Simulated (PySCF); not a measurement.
C5H6OS2.
SMILES: `CCc1csc(=S)o1`

Level of theory: TDDFT wB97X-D/def2-SVPD, vertical, gas phase, core orbitals frozen in the response (PySCF). Geometry: GFN2-xTB, one conformer, isolated molecule. Torsions of this conformer, `[CH3:1][CH2:2][c:3]1[cH:4][s:5][c:6](=[S:7])[o:8]1`: C1–C2–C3–C4 -110°.

Computed states:

| state | E (eV) | f |
| --- | --- | --- |
| S1 | 3.45 | 0.0000 |
| S2 | 4.39 | 0.230 |
| S3 | 4.91 | 0.0003 |
| S4 | 5.68 | 0.094 |
| S5 | 5.83 | 0.019 |
| S6 | 6.15 | 0.0049 |
| S7 | 6.33 | 0.0011 |
| S8 | 6.66 | 0.034 |

Each state is given a Gaussian of 0.5 eV full width at half maximum, with ε(max) = 2.175×10⁸ f / Δν̃ (Δν̃ the width in cm⁻¹). The width is an assumption, not a result. The curve ends short of the highest state used, and states not computed would add to its high-energy end.

Task: Give the broadened spectrum and its maxima.

Result: 
(E (eV), ε (L mol⁻¹ cm⁻¹)): (2.70, 0), (2.78, 0), (2.86, 0), (2.94, 0), (3.01, 0), (3.09, 0), (3.17, 0), (3.25, 1), (3.33, 1), (3.40, 1), (3.48, 2), (3.56, 7), (3.64, 26), (3.72, 91), (3.79, 241), (3.87, 645), (3.95, 1503), (4.03, 3036), (4.11, 5324), (4.18, 7747), (4.26, 10410), (4.34, 12137), (4.42, 12278), (4.50, 10778), (4.57, 8561), (4.65, 5763), (4.73, 3370), (4.81, 1716), (4.89, 768), (4.96, 357), (5.04, 181), (5.12, 211), (5.20, 440), (5.28, 936), (5.35, 1649), (5.43, 2779), (5.51, 4086), (5.59, 5245), (5.67, 5889), (5.74, 5853), (5.82, 5161), (5.90, 4040), (5.98, 2851), (6.06, 1871)

Maxima: 283 nm (4.39 eV), ε about 12000, made up of S2 (100%); 218 nm (5.70 eV), ε about 5900, made up of S4 (85%) and S5 (14%) (ε in L mol⁻¹ cm⁻¹; maxima over ε = 5, shares over 10%).

Task: Does any computed singlet lie in the visible range?

Result: No computed singlet lies in the visible range (380 to 750 nm); the lowest, at 359 nm, stands 0.19 eV above its violet end (3.26 eV); a Tamm–Dancoff triplet lies at 425 nm, without intensity as long as spin–orbit coupling is left out.

Task: On this curve, what absorbance would a 10⁻⁴ mol/L sample give at 248 nm over a 1 cm path?

Result: 248 nm is 4.999 eV, where ε is about 240 L mol⁻¹ cm⁻¹, so A = ε c l ≈ 0.024 (Beer–Lambert, with the gas-phase spectrum and the assumed width).

Task: What would ε be at 4.39 eV, the highest of these maxima, with half the width (0.25 eV)?

Result: About 24800 L mol⁻¹ cm⁻¹ against 12400, a factor of about 2.00; a lone state at its own centre would give exactly 2.

Hardware: one thread of an Arm Neoverse N1, shared host with 64 logical CPUs at a one-minute load of 36. Cost: 80 s, 0.95 GiB resident at most.
